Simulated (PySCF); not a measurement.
ZrH₄, SMILES [ZrH4], multiplicity 1. Atoms are numbered in the order given.

```xyz
5

Zr     0.0000     0.0000     0.0000
H      1.0664     1.0664     1.0664
H     -1.0664     1.0664    -1.0664
H     -1.0664    -1.0664     1.0664
H      1.0664    -1.0664    -1.0664
```

Coordinates come from a r2SCAN-D4/def2-TZVPD optimisation. The spin state was assumed, not searched. The def2 effective core potentials stand for the cores of Zr; spin–orbit coupling is left out.

Method: PBE/def2-TZVPD (PySCF).

Isolated molecule, no solvent.

Q: Estimate the frontier levels, gap, dipole moment and polarisability. (The exact figures need the calculation; the answer reports its results.)

A: 
```yaml
highest_occupied_level: -7.20 eV
lowest_empty_level: -3.50 eV
orbital_gap: 3.71 eV
dipole_moment: 0.00 D
quadrupole, principal values (traceless, Buckingham form, about the centre of nuclear charge): 0.00, 0.00, 0.00 D·Å
mean_static_polarisability: 56.5 bohr³ (8.37 Å³)
polarisability_principal_values: 56.5, 56.5, 56.5 bohr³
```
